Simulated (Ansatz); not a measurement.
Basis-set extrapolation for CH6N2Si (`NC1N[SiH2]1`) (PBE0-D4/def2-TZVP geometry, frozen core, Ansatz 0.2.0). Multiplicity 1, RHF reference.

```csv
,def2-TZVPP,def2-QZVPP
HF,-439.214319,-439.230972
MP2 correlation,-0.714916,-0.764856
CCSD(T) correlation,-0.779124,not run
```

Energies in hartree. Use E(X) = E(∞) + A·exp(−7.88·√X) for Hartree–Fock and E(X) = E(∞) + B·X^(−2.97) for correlation, with X = 3 and 4, and add CCSD(T) minus MP2 of the smaller set to the MP2 limit.

Question: What is the CCSD(T) energy at the basis-set limit?

Answer: HF limit: -439.230972 + (-0.016653) × 0.13774 = -439.23327. MP2 limit: -0.764856 + (-0.049940) × 0.74074 = -0.80185. Higher-order term: -0.779124 − (-0.714916) = -0.06421. Total: -440.09933 hartree, 278.0 kJ/mol below CCSD(T)/def2-TZVPP.
